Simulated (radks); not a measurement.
Valence configurations of the xenon ion Xe3+ (all share [Kr]). Method: non-relativistic Kohn-Sham, TPSS, spin-polarised, spherical densities, point nucleus; open shells are filled with parallel spins first (spin-orbit coupling, left out, can overturn this in heavy ions); meta-GGA in the generalised Kohn-Sham scheme; relativity is left out, which matters for an element this heavy; computed with a radial shooting solver on a logarithmic mesh with Libxc functionals. Energies are relative to 4d10 5s2 5p3; eigenvalues in eV for spin up.

\begin{tabular}{lrrrrr}
valence & E (eV) & moment (Bohr magnetons) & e(4d) & e(5p) & e(5s) \\ \hline
4d10 5s2 5p3 & 0.000 & 3 & -95.605 & -38.021 & -49.409 \\
4d10 5s1.5 5p3.5 & 5.672 & 3 & -96.152 & -38.290 & -49.729 \\
4d10 5s1 5p4 & 11.356 & 3 & -96.695 & -38.553 & -50.042 \\
4d10 5s0.5 5p4.5 & 18.445 & 2 & -97.213 & -38.432 & -49.920 \\
4d10 5p5 & 24.962 & 1 & -97.684 & -38.261 & - \\
4d9.5 5s2 5p3.5 & 30.719 & 3 & -99.739 & -38.906 & -50.576 \\
4d9.5 5s1.5 5p4 & 36.525 & 3 & -100.27 & -39.161 & -50.880 \\
4d9.5 5s1 5p4.5 & 42.333 & 3 & -100.80 & -39.413 & -51.182 \\
4d9 5s2 5p4 & 62.533 & 3 & -103.86 & -39.761 & -51.708 \\
4d8 5s2 5p5 & 129.55 & 3 & -112.05 & -41.417 & -53.897 \\
\end{tabular}

NIST lists [Kr] 4d10 5s2 5p3 as the ground configuration; this level of theory agrees among the configurations tried. The energies are those of spherical high-spin densities, not of single terms. Relativity is left out, which favours d and f over s occupation in heavy atoms.
